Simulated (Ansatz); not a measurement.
Al11N11H28⁺, a nanocrystal cut from wurtzite AlN (hydrogen-capped). Charge 1, multiplicity 2. Geometry PBE-D4/def2-SVP, that of the neutral singlet; atoms count from 1.

Cartesian coordinates in Å:
```
Al -3.4517 0.6924 0.0935
N -3.0766 2.2340 -1.1128
Al -2.0516 -1.4868 1.5797
N -1.1850 -3.0368 0.7409
N -1.6670 -0.0043 0.4932
Al -0.7676 -0.5539 -1.1160
Al -1.1963 2.6523 -1.4308
N -0.4399 1.0450 -2.1784
Al 0.7332 -2.8728 0.3521
N 0.9436 -1.3036 -0.6575
Al 1.8706 -1.9566 -2.2527
Al 1.4194 1.3508 -2.5834
N 2.0538 -0.3183 -3.3728
N -1.0187 -1.2604 3.2466
Al -0.6705 1.3129 1.4512
N -0.3290 2.7890 0.2681
Al 0.9042 -0.9167 3.0862
N 1.5089 -2.5186 2.1323
N 1.0457 0.4824 1.8278
Al 2.0528 -0.0425 0.2508
Al 1.6025 3.1386 0.0925
N 2.2164 1.5225 -0.8535
H -4.2918 -0.3618 -0.7888
H -4.0789 1.3581 1.4225
H -3.5450 2.0696 -2.0178
H -3.5564 3.0654 -0.7333
H -3.5677 -1.8283 1.9529
H -1.6420 -3.1332 -0.1871
H -1.4117 -3.9202 1.2239
H -1.6605 -1.6157 -1.9423
H -1.1083 3.9431 -2.3718
H -0.9159 0.8912 -3.0849
H 1.3119 -4.2572 -0.1985
H 0.9277 -2.9588 -3.0907
H 3.3849 -2.3587 -1.8676
H 1.7008 2.5451 -3.6098
H 1.5697 -0.4740 -4.2712
H 3.0458 -0.2191 -3.6403
H -1.2295 -2.0171 3.9164
H -1.4245 -0.4141 3.6906
H -1.3396 1.7495 2.8549
H -0.6801 3.6438 0.7350
H 1.6049 -0.7725 4.5128
H 1.4776 -3.3645 2.7231
H 2.5215 -2.3783 1.9511
H 1.6120 1.2470 2.2493
H 3.4713 -0.6450 0.7341
H 1.8499 4.4408 -0.8164
H 2.2488 3.1171 1.5838
H 3.2277 1.6993 -0.9870
```

Single mean-field runs in def2-TZVP are fitted with def2-universal-jkfit.

Q: Estimate the Mulliken populations of the heavy atoms from the PBE0/def2-TZVP orbitals of Ansatz.

A: 
```json
{"atom": "Al1", "charge (e)": "0.21", "spin (α − β)": "0.04"}
{"atom": "N2", "charge (e)": "-0.54", "spin (α − β)": "0.00"}
{"atom": "Al3", "charge (e)": "0.28", "spin (α − β)": "0.00"}
{"atom": "N4", "charge (e)": "-0.51", "spin (α − β)": "0.00"}
{"atom": "N5", "charge (e)": "-0.18", "spin (α − β)": "0.05"}
{"atom": "Al6", "charge (e)": "0.04", "spin (α − β)": "0.01"}
{"atom": "Al7", "charge (e)": "0.28", "spin (α − β)": "0.00"}
{"atom": "N8", "charge (e)": "-0.39", "spin (α − β)": "0.00"}
{"atom": "Al9", "charge (e)": "0.28", "spin (α − β)": "0.00"}
{"atom": "N10", "charge (e)": "-0.19", "spin (α − β)": "0.01"}
{"atom": "Al11", "charge (e)": "0.21", "spin (α − β)": "0.05"}
{"atom": "Al12", "charge (e)": "0.28", "spin (α − β)": "0.00"}
{"atom": "N13", "charge (e)": "-0.54", "spin (α − β)": "0.00"}
{"atom": "N14", "charge (e)": "-0.52", "spin (α − β)": "0.00"}
{"atom": "Al15", "charge (e)": "0.12", "spin (α − β)": "0.01"}
{"atom": "N16", "charge (e)": "-0.40", "spin (α − β)": "0.01"}
{"atom": "Al17", "charge (e)": "0.36", "spin (α − β)": "0.00"}
{"atom": "N18", "charge (e)": "-0.52", "spin (α − β)": "0.00"}
{"atom": "N19", "charge (e)": "-0.35", "spin (α − β)": "0.01"}
{"atom": "Al20", "charge (e)": "0.11", "spin (α − β)": "0.00"}
{"atom": "Al21", "charge (e)": "0.26", "spin (α − β)": "0.04"}
{"atom": "N22", "charge (e)": "-0.40", "spin (α − β)": "0.03"}
```
Mulliken values depend strongly on the basis.

Q: Where does the spin sit?

A: Summed by element: Al 0.14, N 0.11, H 0.74, of 1 unpaired in all. Largest on single atoms: H48 0.14, H35 0.12, H49 0.11.

Q: And the Mayer bond orders between heavy atoms (over 0.3)?

A: Al1–N2 0.71 (1.99 Å); Al1–N5 0.77 (1.96 Å); N2–Al7 0.79 (1.95 Å); Al3–N4 0.75 (1.96 Å); Al3–N5 0.86 (1.88 Å); Al3–N14 0.75 (1.97 Å); N4–Al9 0.75 (1.96 Å); N5–Al6 0.84 (1.92 Å); N5–Al15 0.83 (1.91 Å); Al6–N8 0.83 (1.95 Å); Al6–N10 0.86 (1.92 Å); Al7–N8 0.79 (1.93 Å); Al7–N16 0.80 (1.91 Å); N8–Al12 0.80 (1.93 Å); Al9–N10 0.87 (1.88 Å); Al9–N18 0.75 (1.97 Å); N10–Al11 0.77 (1.96 Å); N10–Al20 0.85 (1.91 Å); Al11–N13 0.71 (1.99 Å); Al12–N13 0.79 (1.95 Å); Al12–N22 0.80 (1.91 Å); N14–Al17 0.74 (1.96 Å); Al15–N16 0.83 (1.92 Å); Al15–N19 0.80 (1.94 Å); N16–Al21 0.75 (1.97 Å); Al17–N18 0.74 (1.96 Å); Al17–N19 0.85 (1.89 Å); N19–Al20 0.81 (1.94 Å); Al20–N22 0.83 (1.92 Å); Al21–N22 0.75 (1.97 Å).
